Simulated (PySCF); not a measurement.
dimethyl diselenide (C$_{2}$H$_{6}$Se$_{2}$), singlet, geometry from GFN2-xTB. Base run: PBE0/6-31G (PySCF).

PySCF was given this input:
```python
from pyscf import gto, scf, dft

mol = gto.Mole()
mol.atom = '''
    C     1.968559   -1.176134    0.159054
    Se    0.979498    0.507549    0.433550
    Se   -0.959918    0.039424   -0.694255
    C    -2.037413   -0.747376    0.757753
    H     2.964965   -1.030416    0.564544
    H     2.022396   -1.386605   -0.905073
    H     1.466846   -1.984399    0.683848
    H    -3.034512   -0.912441    0.361485
    H    -2.073845   -0.050680    1.590130
    H    -1.598429   -1.691481    1.068196
'''
mol.basis = '6-31g'
mol.charge = 0
mol.spin = 0
mol.verbose = 4
mol.build()

mf = dft.RKS(mol)
mf.xc = 'pbe0'
mf.kernel()
```

The base run was repeated with changes; each row names its change, and settings that it needs were set with it.

| change | ΔE vs base (µEh) | SCF cycles | outcome |
|---|---|---|---|
| base | 0.0 | 8 | converged |
| conv_tol_grad = 1e-3 | 0.0 | 8 | converged |
| init_guess = vsap | 0.0 | 9 | converged |
| diis_space = 20 | 0.0 | 8 | converged |
| init_guess = sap | 0.0 | 11 | converged |
| conv_tol = 1e-7 | 0.0 | 7 | converged |
| conv_tol = 1e-4 | 0.0 | 5 | converged |
| conv_tol_grad = 1e-7 | 0.0 | 10 | converged |
| damp = 0.5; diis_start_cycle = 5 | 0.0 | 9 | converged |
| init_guess = huckel | 0.0 | 10 | converged |
| init_guess = 1e | - | 50 | not converged |
| diis_space = 2 | 0.0 | 15 | converged |
| diis_space = 4 | 0.0 | 8 | converged |
